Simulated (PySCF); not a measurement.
## BeGa: from constants to spectrum

UHF-CCSD(T) constants of BeGa, ²Π (doublet), unpaired electrons π ↑ (PySCF, no relativity, basis sets Be def2-SVPD, Ga def2-SVPD; masses 9.0122 and 68.9256 u):

* ωe: 278.8 cm⁻¹
* ωexe: 8.32 cm⁻¹
* Be: 0.33889 cm⁻¹
* αe: 0.00874 cm⁻¹
* De to Be + Ga: 0.268 eV

Problem. What force constant and bond length do these constants imply?

Solution. Reduced mass μred = 7.9701 u; k = 5.8918×10⁻⁷·μred·ωe² (u, cm⁻¹, mdyn/Å) = 0.365 mdyn/Å; Re = √(16.8576/(μred·Be)) (u, cm⁻¹, Å) = 2.498 Å.

Problem. Estimate the centrifugal constant D from the Kratzer relation and find the Dunham coefficient a1.

Solution. D = 4Be³/ωe² = 2e-06 cm⁻¹; a1 = −1 − αeωe/(6Be²) = -4.54.

Correlated steps freeze 9 core orbitals. The bond is weak. Basis-set superposition, not corrected here, can be much of De in a small basis, most of all at correlated wavefunction levels. Spin–orbit coupling is left out. The state is the lowest determinant that a PBE0 search found; another state may lie lower at other levels.
